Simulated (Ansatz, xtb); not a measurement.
**Relative energy of two isomers of C2H4F2Sn**

Structure a: `C[C@H](F)[Sn][F]`, a singlet. Structure b: `FC[CH2][Sn][F]`, a singlet. Both are isolated molecules in the gas phase, relaxed with r2SCAN-D4/def2-SVP; the shapes shown needn't be the lowest conformers.

a (Å):

```yaml
atoms:
  - { symbol: C, position_ang: [-2.3568, -0.6562, -0.9986] }
  - { symbol: C, position_ang: [-3.1655, 0.3953, -1.7223] }
  - { symbol: F, position_ang: [-3.8684, -0.1861, -2.7919] }
  - { symbol: F, position_ang: [-0.8616, 2.1225, -0.8898] }
  - { symbol: Sn, position_ang: [-1.8794, 2.0221, -2.5766] }
  - { symbol: H, position_ang: [-1.6364, -1.1481, -1.6741] }
  - { symbol: H, position_ang: [-3.0035, -1.4437, -0.5741] }
  - { symbol: H, position_ang: [-1.7879, -0.1800, -0.1848] }
  - { symbol: H, position_ang: [-3.9174, 0.8357, -1.0361] }
```

b (Å):

| atom | x (Å) | y (Å) | z (Å) |
| --- | --- | --- | --- |
| C | -1.4580 | -0.4086 | -1.5058 |
| C | -2.6730 | 0.4733 | -1.5312 |
| F | -0.5552 | -0.0540 | -2.5050 |
| F | -5.3220 | 1.5691 | -0.7726 |
| Sn | -4.2578 | 0.0995 | -0.0223 |
| H | -1.7225 | -1.4711 | -1.6663 |
| H | -0.9221 | -0.3361 | -0.5403 |
| H | -3.1881 | 0.4146 | -2.5088 |
| H | -2.3962 | 1.5364 | -1.3976 |

Estimate E(b) − E(a) at the level CCSD(T)/def2-SVP + ΔMP2/def2-TZVPP.

Calculated at CCSD(T)/def2-SVP + ΔMP2/def2-TZVPP: E(b) − E(a) = −13.2 kJ/mol, so structure b lies lower.

How the difference moves with the method:

```csv
level,geometry,E(b) − E(a) (kJ/mol),departure from the last row (kJ/mol),"job, with rough time for the two"
r2SCAN-D4/def2-SVP,r2SCAN-D4/def2-SVP,−7.2,+6.0,"optimisation, 60 s"
HF/def2-SVP,r2SCAN-D4/def2-SVP,−14.2,−0.9,part of the CCSD(T) run
MP2/def2-SVP,r2SCAN-D4/def2-SVP,−12.1,+1.1,part of the CCSD(T) run
CCSD(T)/def2-SVP,r2SCAN-D4/def2-SVP,−9.6,+3.6,single point
CCSD(T)/def2-SVP + ΔMP2/def2-TZVPP,r2SCAN-D4/def2-SVP,−13.2,,"single point, 45 s"
```

As drawn, both hold the same kinds of bond in the same numbers. Structure a has 1 methyl group, b 0.

None of the levels shown reverses the order. The largest departure from CCSD(T)/def2-SVP + ΔMP2/def2-TZVPP is that of r2SCAN-D4/def2-SVP, 6.0 kJ/mol. Levels run at GFN2-xTB geometries aren't shown. The last row adds to CCSD(T) the change of the MP2 difference between the two basis sets, here −3.6 kJ/mol.

With harmonic frequencies from r2SCAN-D4/def2-SVP (ideal gas, rigid rotor, one conformer each, 400 K, 1 atm): on the last row, ΔE + ΔZPE = −11.9 kJ/mol. A mode under 50 cm⁻¹ makes harmonic enthalpies and free energies unreliable, so none is given.

The correlated steps freeze 8 core orbitals; the filled d shell of Sn is correlated, in a basis made for valence electrons. Atoms past krypton carry core potentials in the def2 sets and no spin–orbit term is included. Codes used: Ansatz 0.2.0; the last row on 2 threads of Arm Neoverse V1 on a shared host.
